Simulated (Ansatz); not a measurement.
`CO[Si](C)(F)[GeH3]` and `CO[Si](C)(N)F` differ in one atom or group.

Ansatz, PBE0-D4/def2-TZVP geometries, multiplicity 1. Each molecule was computed in one conformer, which needn't be the lowest.

Scalar relativity is left out up to krypton.

```
                                        property  `CO[Si](C)(F)[GeH3]`
           LUMO energy (ωB97M-V/def2-TZVPP) / eV                  2.15
             HOMO–LUMO gap (PBE/def2-TZVPP) / eV                  6.06
size of the dipole moment (B3LYP/def2-TZVPP) / D                  1.05
           HOMO–LUMO gap (B3LYP/def2-TZVPP) / eV                  7.73
               LUMO energy (PBE/def2-TZVPP) / eV                 -0.42
               HOMO energy (PBE/def2-TZVPP) / eV                 -6.48
```

Question: Give the same properties after the change, and the shifts. (An estimate is asked.)

Answer: The calculation gave: 
```json
{"property": "LUMO energy (ωB97M-V/def2-TZVPP) / eV", "`CO[Si](C)(N)F`": "2.23", "shift": "0.08"}
{"property": "HOMO–LUMO gap (PBE/def2-TZVPP) / eV", "`CO[Si](C)(N)F`": "6.18", "shift": "0.12"}
{"property": "size of the dipole moment (B3LYP/def2-TZVPP) / D", "`CO[Si](C)(N)F`": "2.04", "shift": "0.99"}
{"property": "HOMO–LUMO gap (B3LYP/def2-TZVPP) / eV", "`CO[Si](C)(N)F`": "7.87", "shift": "0.14"}
{"property": "LUMO energy (PBE/def2-TZVPP) / eV", "`CO[Si](C)(N)F`": "0.04", "shift": "0.46"}
{"property": "HOMO energy (PBE/def2-TZVPP) / eV", "`CO[Si](C)(N)F`": "-6.15", "shift": "0.33"}
```

With PBE0 the HOMO rises by 0.09 eV and the LUMO rises by 0.45 eV, so the gap widens by about 0.36 eV. PBE moves the HOMO by 0.33 eV and ωB97M-V by -0.23 eV. Dipoles are sizes alone; their direction can turn.

B3LYP here is the variant with VWN-RPA as its local correlation; programs differ in this.
